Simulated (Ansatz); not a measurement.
A run on `[CH3][Ge]([OH])[OH]` radical with other settings.

```yaml
crystal:
  periodic: [false, false, false]
  atoms:
    - {symbol: C, position_ang: [-0.000273, 1.128783, -0.896064]}
    - {symbol: Ge, position_ang: [0.420920, -0.059505, 0.592991]}
    - {symbol: O, position_ang: [1.013401, -1.559164, -0.188572]}
    - {symbol: O, position_ang: [-1.153430, -0.363129, 1.394937]}
    - {symbol: H, position_ang: [-0.762353, 0.632126, -1.500255]}
    - {symbol: H, position_ang: [-0.386179, 2.075775, -0.521640]}
    - {symbol: H, position_ang: [0.891854, 1.300642, -1.496674]}
    - {symbol: H, position_ang: [1.158957, -2.286311, 0.420783]}
    - {symbol: H, position_ang: [-1.094298, -0.915515, 2.177396]}
basis:
  gaussian: {orbitals: ANO-RCC-VTZP}
magnetization: {spin_polarized: true, initial_magnetization: 1}
hamiltonian: {xc: {name: CAM-B3LYP}, dispersion: d3bjatm}
output: {forces: true}
```

```sh
$ ansatz run in.yaml --threads 4 --pin off --events-out ev --progress --plain --max-ram 10444MiB
```

It prints (some lines left out):

```
Functional definition: CAM-B3LYP
1446 factors; their error is unknown
387 factors; integrals over basis functions are off by at most 3.3e-5 eV
mean field evaluation 1: about -62320.2755 eV, gradient 6.0e1 eV
mean field evaluation 2: about -62307.4547 eV, gradient 8.7e1 eV
mean field evaluation 4: about -62332.6743 eV, gradient 3.0e0 eV
mean field evaluation 8: about -62332.7211 eV, gradient 1.2e-1 eV
mean field evaluation 16: about -62332.8768 eV, gradient 6.3e-4 eV
mean field -62332.87676804 eV, -2290.6909704840 hartree, gradient 6.5e-5 eV, S^2 0.753471; 0 other end points of the search recorded, 0 dependent functions left out
reference -62332.87692416 eV, -2290.6909762214 hartree; 30, 29 occupied and 173, 174 virtual orbitals, 1446 factors
Total energy: -62332.99937809 eV, -2290.6954763205 hartree
Relativity: scalar
Atom 0 at    -0.000273     1.128783    -0.896064 Å, force    -0.042079     0.053204    -0.099684 eV/Å
Atom 1 at     0.420920    -0.059505     0.592991 Å, force     0.034547     0.139922    -0.070999 eV/Å
Atom 2 at     1.013401    -1.559164    -0.188572 Å, force    -0.027043    -0.023747     0.071128 eV/Å
Atom 3 at    -1.153430    -0.363129     1.394937 Å, force     0.042211    -0.053755     0.027520 eV/Å
Atom 4 at    -0.762353     0.632126    -1.500255 Å, force     0.085800     0.044823     0.076984 eV/Å
Atom 5 at    -0.386179     2.075775    -0.521640 Å, force     0.044987    -0.109101    -0.023169 eV/Å
Atom 6 at     0.891854     1.300642    -1.496674 Å, force    -0.088217    -0.028516     0.076473 eV/Å
Atom 7 at     1.158957    -2.286311     0.420783 Å, force     0.015230    -0.030657    -0.056248 eV/Å
Atom 8 at    -1.094298    -0.915515     2.177396 Å, force    -0.065435     0.007828    -0.002004 eV/Å
Dipole moment:     0.173567     0.007911     0.274158 e Å
```

It took 15 s on 4 threads of an Arm Neoverse V1 on a shared host, with 1 GiB of host memory at the peak.
